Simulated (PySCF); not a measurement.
Structure problem from calculated spectra and properties.

Formula: C8H6O2S.

- UV, strongest line: among the 10 lowest singlet transitions: S5 at 5.75 eV (216 nm, f = 0.205) [TDDFT PBE0/def2-SVPD]
- Dipole: 5.47 D [PBE0/def2-SVPD]
- Triplet: lowest triplet excitation (Tamm–Dancoff): 2.92 eV [TDA PBE0/def2-SVPD]
- Rotational structure: rotational constants A, B, C: 2.022, 0.866, 0.691 GHz [PBE0-D3(BJ)/def2-SVP]
- Polarisability: 115.2 au [PBE0/def2-SVPD]
- 13C NMR: chemical shifts (computed TMS as zero) by class: 146.2 (1 C), 142.7 (1 C), 137.6 (1 C), 136.3 (1 C), 135.9 (1 C), 135.4 (1 C), 129.8 (1 C), 127.4 (1 C) ppm [GIAO PBE0/pcSseg-1]

Electronic properties: PySCF, gas phase, density fitting. Levels stand in brackets. NMR shifts are as computed; neighbouring signals can stand in another order in a measured spectrum. Isolated species at its PBE0-D3(BJ)/def2-SVP geometry, gas phase. NMR classes are plain means over equivalent atoms (diastereotopic ones count apart unless rotation or inversion swaps them), as if these changed places fast.

Question: What is the compound? Reason from the data.

Answer: Numbering: `[O:1]=[S:2]1(=[O:3])[CH:4]=[CH:5][c:6]2[cH:7][cH:8][cH:9][cH:10][c:11]21`. 8 carbons fall into 8 classes; from least to most shielded: substituted aromatic carbon [C11] (146.2 ppm), alkene CH carbon [C4] (142.7 ppm), aromatic CH carbon [C8] (137.6 ppm), aromatic CH carbon [C9] (136.3 ppm), alkene CH carbon [C5] (135.9 ppm), substituted aromatic carbon [C6] (135.4 ppm), aromatic CH carbon [C7] (129.8 ppm), aromatic CH carbon [C10] (127.4 ppm). The optimised geometry has point group Cs and is an asymmetric top. Structure: 1-benzothiophene 1,1-dioxide (`O=S1(=O)C=Cc2ccccc21`). The assignments are read from this structure; whether some other isomer fits the data as well wasn't checked.
